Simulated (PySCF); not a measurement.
Species: C2H6OSi.
Geometry (PBE0-D3(BJ)/def2-SVP, Å), atoms numbered from 1 in this order:
```
atom  x, y, z in Å
C1    -1.497   -0.025    0.092
C2    -0.187    0.668   -0.167
O3    -0.118    1.840   -0.459
Si4    1.495   -0.297   -0.021
H5    -2.322    0.700    0.061
H6    -1.474   -0.540    1.067
H7    -1.657   -0.806   -0.670
H8     2.200    0.229    1.185
H9     1.302   -1.773    0.128
H10    2.299   -0.009   -1.242
```

Computed with PySCF at CAM-B3LYP/def2-SVPD, non-relativistic, on one gas-phase PBE0-D3(BJ)/def2-SVP geometry that isn't relaxed in the solvent. The solvent is an IEF-PCM continuum (cavity from Bondi-type radii × 1.2), and excitations are vertical TDDFT with non-equilibrium linear response and a frozen core. The model holds no explicit solvent molecules, cavitation or dispersion.

Gas-phase singlets (H = HOMO, L = LUMO):

```json
{"state": "S1", "E (eV)": "3.576", "λ (nm)": "347", "f": "0.001", "leading configuration": "H→L 96%"}
{"state": "S2", "E (eV)": "6.481", "λ (nm)": "191", "f": "0.004", "leading configuration": "H→L+1 88%"}
{"state": "S3", "E (eV)": "7.140", "λ (nm)": "174", "f": "0.106", "leading configuration": "H→L+2 42%"}
{"state": "S4", "E (eV)": "7.323", "λ (nm)": "169", "f": "0.034", "leading configuration": "H→L+4 51%"}
{"state": "S5", "E (eV)": "7.432", "λ (nm)": "167", "f": "0.095", "leading configuration": "H→L+5 48%"}
```

Problem. Give the list for benzene (ε = 2.271), n² = 2.25.

Solution. 
| state | E (eV) | λ (nm) | f | leading configuration | change by rank (eV) |
| --- | --- | --- | --- | --- | --- |
| S1 | 3.617 | 343 | 0.001 | H→L 96% | +0.041 |
| S2 | 6.578 | 188 | 0.005 | H→L+1 86% | +0.097 |
| S3 | 7.176 | 173 | 0.151 | H→L+2 42% | +0.036 |
| S4 | 7.400 | 168 | 0.139 | H→L+2 32% | +0.077 |
| S5 | 7.499 | 165 | 0.039 | H→L+4 79% | +0.067 |

Problem. The ground-state energy changes by -0.089 eV from gas to benzene. By how much does the total energy of gas-phase S1 change?

Solution. E(S1) = E(S0) + excitation energy, so it changes by -0.089 + 0.041 = -0.048 eV: it is lowered less than the ground state, which is what a blue shift means. This is the vertical state, with the slow part of the continuum still set for S0.

Problem. How do the frontier levels move from gas to benzene?

Solution. 
```json
{"orbital": "LUMO+2", "gas (eV)": "1.46", "solvent (eV)": "1.56", "change (eV)": "+0.10", "Löwdin shares, gas": "Si4 47 %, H9 14 %, H10 12 %, H8 12 %", "Löwdin shares, solvent": "Si4 47 %, H9 14 %, H10 12 %, H8 12 %"}
{"orbital": "LUMO+1", "gas (eV)": "0.96", "solvent (eV)": "1.09", "change (eV)": "+0.13", "Löwdin shares, gas": "Si4 38 %, C1 16 %, C2 9 %, H6 7 %", "Löwdin shares, solvent": "Si4 40 %, C1 14 %, C2 10 %, H9 7 %"}
{"orbital": "LUMO", "gas (eV)": "-0.13", "solvent (eV)": "-0.08", "change (eV)": "+0.05", "Löwdin shares, gas": "C2 37 %, O3 30 %, Si4 14 %, C1 8 %", "Löwdin shares, solvent": "C2 38 %, O3 30 %, Si4 13 %, C1 8 %"}
{"orbital": "HOMO", "gas (eV)": "-8.45", "solvent (eV)": "-8.45", "change (eV)": "0.00", "Löwdin shares, gas": "O3 51 %, C2 18 %, Si4 13 %, C1 10 %", "Löwdin shares, solvent": "O3 50 %, C2 19 %, Si4 13 %, C1 11 %"}
{"orbital": "HOMO-1", "gas (eV)": "-11.28", "solvent (eV)": "-11.21", "change (eV)": "+0.07", "Löwdin shares, gas": "Si4 34 %, H8 23 %, H10 18 %, O3 13 %", "Löwdin shares, solvent": "Si4 36 %, H8 25 %, H10 17 %, O3 12 %"}
{"orbital": "HOMO-2", "gas (eV)": "-11.37", "solvent (eV)": "-11.26", "change (eV)": "+0.11", "Löwdin shares, gas": "Si4 40 %, H9 26 %, H10 15 %, H8 8 %", "Löwdin shares, solvent": "Si4 39 %, H9 26 %, H10 16 %, H8 7 %"}
{"orbital": "HOMO-3", "gas (eV)": "-12.18", "solvent (eV)": "-12.10", "change (eV)": "+0.08", "Löwdin shares, gas": "O3 33 %, C1 19 %, C2 16 %, H7 9 %", "Löwdin shares, solvent": "O3 32 %, C1 22 %, C2 15 %, H7 10 %"}
```

The HOMO–LUMO gap goes from 8.32 to 8.37 eV.

The run took 31 s wall, 25 s CPU on Intel Xeon at 2.50 GHz, one thread, no GPU, shared host with 64 logical CPUs at a one-minute load of 63, and the process peaked at 0.64 GiB of memory. This is the whole response run at CAM-B3LYP/def2-SVPD in benzene, SCF included.
